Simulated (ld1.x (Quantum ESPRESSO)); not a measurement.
## Which change was made? (Sn, TM)

ld1.x (Quantum ESPRESSO) 7.5 input, shortened:

```
&input
   title='Sn', zed=50., rel=1, dft='PBE', iswitch=3,
   config='[Kr] 4d10 4f-2 5s1 5p0'
 /
 &inputp
   pseudotype=2, tm=.true., lloc=2,
   nlcc=.true., new_core_ps=.true., rcore=0.70
 /
4
5S  1  0   1.00   0.00  1.50  1.50  0.0
5P  2  1   0.00   0.00  1.75  1.75  0.0
4F  4  3  -2.00  -0.15  1.75  1.75  0.0
4D  3  2  10.00   0.00  0.90  0.90  0.0
 &test
   configts(1)='4d10 5s1 5p0'
 /
```

Cutoffs, loose and tight: the cutoffs (Ry, on a coarse ladder) from which the occupation-weighted sum of valence levels, in a spherical-Bessel basis at the reference potential, stays within 10 and 1 mRy of its value at 400 Ry. They do not see the model core or the augmentation charge, which bear on the density cutoff. Test errors are all-electron minus pseudo excitation energies from the reference, over the configurations 4d10 5s2 5p2; 4d10 5s2 5p1; 4d10 5s2 5p0; 4d10 5s0 5p4; 4d10 5s2 5p2.3; 4d10 5s0 5p0; 4d9 5s2 5p2; variants that change the core or the reference have their own tests.

The base gives: outcome: generated; cutoff, loose: 160 Ry; cutoff, tight: 300 Ry; bound ghosts: s, p; largest test error (meV): -252.

**Question.** After one change the result is: outcome: generated; cutoff, loose: 100 Ry; cutoff, tight: 160 Ry; bound ghosts: s, p; largest test error (meV): -259. Which change was it?
A. wave 4d (bound): rc 0.90 bohr becomes 4d (bound): rc 0.60 bohr
B. wave 4d (bound): rc 0.90 bohr becomes 4d (bound): rc 0.78 bohr
C. wave 4d (bound): rc 0.90 bohr becomes 4d (bound): rc 1.12 bohr

**Answer.** C. The others give: wave 4d (bound): rc 0.90 bohr becomes 4d (bound): rc 0.60 bohr → outcome: generated; bound ghosts: s; largest test error (meV): -206 | wave 4d (bound): rc 0.90 bohr becomes 4d (bound): rc 0.78 bohr → outcome: generated; cutoff, loose: 260 Ry; cutoff, tight: over 300 Ry; bound ghosts: s, p; largest test error (meV): -223.
